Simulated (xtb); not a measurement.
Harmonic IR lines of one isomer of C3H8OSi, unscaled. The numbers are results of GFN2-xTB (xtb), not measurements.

wavenumber (cm⁻¹): 442 (w), 468 (m), 505 (w), 579 (w), 768 (w), 785 (vs), 803 (m), 914 (w), 1096 (m), 1167 (m), 1210 (w), 1296 (w), 1417 (vw), 1726 (m), 2248 (vs), 2298 (m), 2982 (w), 3015 (w), 3097 (w), 3161 (w)

Which structure gives these lines?
A) `C/C([SiH3])=C/O`
B) `C=C(O)C[SiH3]`
C) `O/C=C\C[SiH3]`
D) `C/C=C(\O)[SiH3]`

B, `C=C(O)C[SiH3]`
